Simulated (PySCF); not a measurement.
Two probes of the same atoms: core binding energy and nuclear shielding

SiHMe2(NiPr2), C8H21NSi.
Cartesian coordinates in Å at the PBE0-D3(BJ)/def2-SVP level; atoms count from 1:
```
atom  x, y, z in Å
Si1    0.7566    1.3599    0.5513
H2     0.7076    1.4181    2.0460
C3     2.5560    1.3157   -0.0010
H4     3.0747    0.4566    0.4517
H5     3.0907    2.2339    0.2899
H6     2.6323    1.2173   -1.0958
C7    -0.0617    2.9036   -0.1475
H8    -1.1076    2.9747    0.1884
H9    -0.0596    2.8961   -1.2489
H10    0.4681    3.8127    0.1795
N11   -0.0960   -0.0801    0.0573
C12   -0.2070   -0.3441   -1.3718
C13    0.5480   -1.6007   -1.8048
C14   -1.6565   -0.3581   -1.8551
C15   -0.6525   -1.0667    0.9762
C16    0.4210   -1.7297    1.8374
C17   -1.7817   -0.4902    1.8281
H18    0.2835    0.5055   -1.8826
H19    0.1162   -2.5063   -1.3499
H20    0.5082   -1.7305   -2.8974
H21    1.6035   -1.5402   -1.5003
H22   -2.2216   -1.1889   -1.4032
H23   -2.1608    0.5810   -1.5831
H24   -1.7103   -0.4797   -2.9482
H25   -1.0990   -1.8621    0.3554
H26    0.9038   -0.9922    2.4982
H27    1.2009   -2.1801    1.2059
H28   -0.0067   -2.5191    2.4758
H29   -2.2395   -1.2653    2.4629
H30   -1.4072    0.3058    2.4907
H31   -2.5648   -0.0574    1.1883
```

Binding energies: delta-SCF UKS SCAN, pcX-2 on the ionised atom, pcseg-1 elsewhere, spin-free X2C (PySCF). Shieldings: GIAO B3LYP/pcSseg-1, non-relativistic, same geometry.

```
atom  isotropic shielding (ppm)
  C3                      180.0
 C12                      129.5
 C13                      155.2
```

Q: What are the C 1s binding energies of these atoms?

A: 
```json
{"atom": "C3", "environment": "carbon bonded to Si and 3 H", "C 1s (eV)": "289.68", "isotropic shielding (ppm)": "180.0"}
{"atom": "C13", "environment": "carbon bonded to C and 3 H", "C 1s (eV)": "290.20", "isotropic shielding (ppm)": "155.2"}
{"atom": "C12", "environment": "carbon bonded to 2 C, N and H", "C 1s (eV)": "291.15", "isotropic shielding (ppm)": "129.5"}
```

Q: Among the listed atoms, is the one with the highest binding energy also the least shielded?

A: Yes: C12 has both (291.15 eV, 129.5 ppm).

By binding energy: C3 < C13 < C12. By shielding: C12 < C13 < C3.

Of atoms equivalent by bonding only the ionised one is listed; its partners' own values can differ in this conformer. One conformer (not necessarily the lowest) at the PBE0-D3(BJ)/def2-SVP geometry, without solvent, vibrations or thermal averaging.
